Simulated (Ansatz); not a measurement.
Saddle point of GaH3BrCl, singlet (GaH₂Br ([GaH2][Br]) + HCl → GaH₂Cl ([Cl][GaH2]) + HBr (still joined by a long Ga–Br bond); bonds formed: Br2–H5; dative contacts that become bonds: Ga1–Cl6; bonds broken: H5–Cl6; bonds weakened to dative contacts: Ga1–Br2), PBE0-D4/def2-TZVP structure:

| atom | x (Å) | y (Å) | z (Å) |
| --- | --- | --- | --- |
| Ga1 | -0.4046 | -0.5930 | 0.3941 |
| Br2 | -0.6021 | 1.8026 | -0.5774 |
| H3 | -1.2084 | -1.4963 | -0.5759 |
| H4 | -0.3584 | -0.4089 | 1.9326 |
| H5 | 0.8170 | 1.0231 | -0.7203 |
| Cl6 | 1.7564 | -0.3275 | -0.4532 |

Energies are electronic, without zero-point energy. Barriers and step energies count from the start structure reached by relaxing down the imaginary mode; all methods use the PBE0-D4 structures, on which another method's saddle can fall below an end. Program: Ansatz 0.2.0. Basis: def2-TZVPP, with def2-QZVPP for the basis limit. Cores are frozen in the correlated methods. Filled d shells of the heavier atoms are correlated. The def2 sets are not built for correlating such inner shells, so the correlated values are less sure here. B3LYP uses VWN-RPA correlation. Extrapolation: Hartree–Fock as exp(−7.88 √X), correlation as X^−2.97.

```tsv
method	barrier (eV)	step energy (eV)
SPW92	-0.046	0.150
PBE-D4	?	0.134
BLYP-D4	0.205	0.115
r2SCAN-D4	0.157	0.124
B97M-V	0.301	0.078
PBE0-D4	0.215	0.136
B3LYP-D4	?	0.118
r2SCAN0-D4	0.244	0.131
BHLYP-D4	0.419	0.122
CAM-B3LYP-D4	0.340	0.111
wB97X-V	0.365	0.112
wB97M-V	0.357	0.123
B2PLYP	0.318	0.120
PBE-QIDH	0.293	0.135
RPA on PBE	0.334	0.102
HF	0.733	0.108
MP2	?	0.128
CCSD	0.434	0.112
CCSD(T)	0.358	0.117
```

Q: Fill in the withheld barriers. (To be estimated.)

A: By the calculation: PBE-D4 0.107; B3LYP-D4 0.284; MP2 0.294 eV. Each is the energy of the saddle less that of the start structure, by the same method.

For comparison, the barrier by CCSD(T) at an estimated basis limit (MP2 extrapolated from triple and quadruple zeta, plus CCSD(T) − MP2 in triple zeta) is 0.329 eV.

The T1 diagnostic stays at or below 0.011.

Labels in which every atom is bracketed show which atoms are joined, not bond orders.

For scale, one of the runs: CCSD(T)/def2-TZVPP, 180 basis functions, launched by `ansatz run in.yaml --threads 4 --pin off --events-out ev --progress --plain --max-ram 9574MiB`. Hardware: 4 CPU threads of an Arm Neoverse V2, shared host. Wall time 42 s; peak host memory 1.7 GiB.
